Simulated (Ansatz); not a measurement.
Reaction (redistribution): `[SiH3][SiH2][SeH]` + `N[SiH]([SiH3])CCl` → `N[SiH2][SiH2][SeH]` + `[SiH3][SiH2]CCl`

Program: Ansatz. Geometries: PBE0-D4/def2-TZVP. ΔE: electronic, gas phase. CCSD(T)/CBS is the MP2 limit (def2-TZVPP, def2-QZVPP) plus CCSD(T) − MP2 in def2-TZVPP, frozen cores. DFT in def2-TZVPP. For Se outer-core shells are correlated without core-valence functions, which leaves a few kJ/mol of doubt a bond. Scalar relativity is left out up to krypton. One conformer a species, not always the lowest.

```json
{"level": "PBE-D4", "ΔE (kJ/mol)": "5.5", "difference from CCSD(T)/CBS": "-1.0"}
{"level": "r2SCAN-D4", "ΔE (kJ/mol)": "6.4", "difference from CCSD(T)/CBS": "-0.1"}
{"level": "PBE0-D4", "ΔE (kJ/mol)": "5.9", "difference from CCSD(T)/CBS": "-0.6"}
{"level": "ωB97X-V", "ΔE (kJ/mol)": "6.8", "difference from CCSD(T)/CBS": "0.3"}
{"level": "ωB97M-V", "ΔE (kJ/mol)": "7.1", "difference from CCSD(T)/CBS": "0.6"}
{"level": "PBE", "ΔE (kJ/mol)": "4.6", "difference from CCSD(T)/CBS": "-1.9"}
{"level": "PBE0", "ΔE (kJ/mol)": "5.0", "difference from CCSD(T)/CBS": "-1.5"}
{"level": "HF/def2-QZVPP", "ΔE (kJ/mol)": "5.7", "difference from CCSD(T)/CBS": "-0.8"}
{"level": "MP2/def2-QZVPP", "ΔE (kJ/mol)": "6.5", "difference from CCSD(T)/CBS": "0.0"}
{"level": "MP2/CBS(def2)", "ΔE (kJ/mol)": "6.5", "difference from CCSD(T)/CBS": "0.0"}
{"level": "CCSD(T)/CBS", "ΔE (kJ/mol)": "6.5", "difference from CCSD(T)/CBS": "0"}
```

Largest T1 diagnostic among the species: 0.011.
